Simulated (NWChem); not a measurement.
System: C2H7BOS; SMILES COB(C)S

```xyz
12

B      0.5049    -0.1982     0.0005
C      1.8017    -1.0870    -0.0002
H      2.7083    -0.4645     0.0048
H      1.8347    -1.7403    -0.8874
H      1.8309    -1.7500     0.8799
O      0.6310     1.1489     0.0004
C     -0.4584     2.0356    -0.0003
H     -1.0909     1.8961     0.8929
H     -0.0682     3.0629     0.0011
H     -1.0884     1.8977    -0.8954
S     -1.1852    -0.9119     0.0000
H     -0.7951    -2.2026     0.0003
```
Atoms are numbered in this order, from 1.

Computed with NWChem. Pople sets run with spherical d functions. The geometry was optimised at PBE0/def2-SVP. Not confirmed as a minimum by frequencies.

Problem. Among these, which level gives the lowest value of “orbital gap (eV)”?
A) PBE/STO-3G
B) PBE/6-311++G**
C) PBE/3-21G
D) PBE/6-311G**

Solution. B, PBE/6-311++G**. Values: PBE/6-311++G** 5.61; PBE/STO-3G 5.78; PBE/6-311G** 5.83; PBE/3-21G 6.02
